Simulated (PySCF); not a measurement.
# Computed properties of C₂H₁₀OSi₃, SMILES [SiH3][C@@H]1[SiH2]C[SiH2]O1

C₂H₁₀OSi₃, SMILES [SiH2]1C[SiH2]O[C@@H]1[SiH3]. Coordinates come from a PBE0-D3(BJ)/def2-SVP optimisation. The structure was generated by enumeration; whether it is a known compound was not checked. The values are those of a single conformer. All values are computed for the isolated molecule unless a solvent is named; none is compared with measurement here.

**Structure.** All 42 harmonic modes at PBE0-D3(BJ)/def2-SVP (PySCF) are real, so it is a minimum. With heavy atoms numbered as in [SiH3:1][C@H:2]1[O:3][SiH2:4][CH2:5][SiH2:6]1, the shortest bond between them is C2–O3 at 1.432 Å and the longest C2–Si6 at 1.919 Å.

**Vibrations.** The strongest infrared lines (harmonic, unscaled, degenerate partners summed) lie at 896 cm⁻¹ (495 km/mol, H 77 %, Si 17 %), 1014 cm⁻¹ (186 km/mol, H 69 %, C 26 %), 2228 cm⁻¹ (179 km/mol, H 96 %). The softest mode is at 50 cm⁻¹ and the zero-point energy is 67.9 kcal/mol.

**Electronic structure.** PBE0/def2-TZVP (PySCF) places the frontier levels at -7.33 and 0.04 eV, a gap of 7.37 eV, and gives a dipole moment of 1.33 D. PBE/def2-TZVP (PySCF) at the same geometry gives -6.01 and -0.81 eV, so its gap is 2.17 eV narrower. An orbital gap is neither the optical nor the fundamental gap.

**Excitations.** TDA-PBE0/def2-SVPD (PySCF) has S1 at 6.08 eV (204 nm, f = 0.006, weak); the most intense of the 6 singlets computed lies at 6.98 eV (f = 0.06). T1 (TDA) is at 5.78 eV, 0.30 eV under S1. TDA-PBE/def2-SVPD (PySCF) puts S1 at 5.28 eV. No vertical singlet excitation falls in the visible range (under 3.1 eV).

**NMR.** GIAO shifts at HF/pcSseg-1 (PySCF) (non-relativistic, atoms alike by connectivity averaged): ¹³C from -13.4 to 43.4 ppm against TMS; ¹H from 0.3 to 4.8 ppm against TMS; ²⁹Si from -59.2 to -3.4 ppm against TMS.

**Solvation.** SMD-ωB97X/def2-SVP (PySCF) gives 1.1 kcal/mol in water, -2.2 kcal/mol in tetrahydrofuran, -2.6 kcal/mol in chloroform (1 M in both phases, gas-phase geometry).
